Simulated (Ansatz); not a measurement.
`[OH][GeH]([OH])[Cl]` and `[OH][GeH]([OH])[GeH3]` differ in one atom or group.

Ansatz, PBE0-D4/def2-TZVP geometries, multiplicity 1. Each molecule was computed in one conformer, which needn't be the lowest.

Scalar relativity is left out up to krypton.

| property | `[OH][GeH]([OH])[Cl]` |
| --- | --- |
| HOMO–LUMO gap (PBE/def2-TZVPP) / eV | 6.42 |
| HOMO–LUMO gap (B3LYP/def2-TZVPP) / eV | 8.43 |
| LUMO energy (ωB97M-V/def2-TZVPP) / eV | 1.74 |
| HOMO–LUMO gap (ωB97M-V/def2-TZVPP) / eV | 13.27 |
| LUMO energy (PBE0/def2-TZVPP) / eV | -0.11 |
| HOMO energy (PBE/def2-TZVPP) / eV | -7.56 |

(1) What does the change do to each property? (Estimate.)

Results:

(1) Computed: 
```csv
property,`[OH][GeH]([OH])[GeH3]`,shift
HOMO–LUMO gap (PBE/def2-TZVPP) / eV,5.78,-0.64
HOMO–LUMO gap (B3LYP/def2-TZVPP) / eV,7.49,-0.94
LUMO energy (ωB97M-V/def2-TZVPP) / eV,1.72,-0.02
HOMO–LUMO gap (ωB97M-V/def2-TZVPP) / eV,11.79,-1.48
LUMO energy (PBE0/def2-TZVPP) / eV,0.03,0.14
HOMO energy (PBE/def2-TZVPP) / eV,-6.58,0.98
```

With PBE0 the HOMO rises by 1.28 eV and the LUMO rises by 0.14 eV, so the gap narrows by about 1.14 eV. PBE moves the HOMO by 0.98 eV and ωB97M-V by 1.47 eV.

B3LYP here is the variant with VWN-RPA as its local correlation; programs differ in this.
